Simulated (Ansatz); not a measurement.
## Strength of the Sn–H bond: C2H4Sn → C2H3Sn + H

Species: C2H4Sn `C#[C][SnH3]`, singlet; C2H3Sn `C#[C][SnH2]`, doublet; H atom, doublet. 

Shapes, held fixed at every level: PBE0-D4/def2-TZVP. Programs: Ansatz 0.2.0. The zero-point and thermal change to 298 K, harmonic and unscaled (PBE0-D4/def2-TZVP), is -15.9 kJ/mol.

Task: Estimate ΔH(298 K) of this reaction.

Result: The highest level, CCSD(T)/def2-TZVPP, gives ΔH(298 K) = +318.3 kJ/mol; the levels span +235.0 to +318.3. The column of differences is taken from that level and isn't an error. Hartree–Fock misses the correlation of the pair that is broken and comes out low. No measured value is set beside it here. Open shells run unrestricted unless RO is named. For atoms past krypton def2 sets carry core potentials with scalar relativity. Correlated rows may include outer-core shells of Sn, which these sets cover unevenly.

```tsv
level	kind	ΔH(298 K) (kJ/mol)	less CCSD(T)/def2-TZVPP
HF/def2-SVP	Hartree–Fock	+235.0	-83.3
PBE-D4/def2-TZVPP	GGA	+297.8	-20.5
BHLYP-D4/def2-TZVPP	global hybrid	+312.5	-5.8
r2SCAN0-D4/def2-TZVPP	global hybrid	+304.1	-14.2
wB97M-V/def2-TZVPP	range-separated hybrid	+315.8	-2.5
B2PLYP/def2-TZVPP	double hybrid	+310.8	-7.5
CCSD(T)/def2-TZVPP	coupled cluster or CI	+318.3	0.0
```
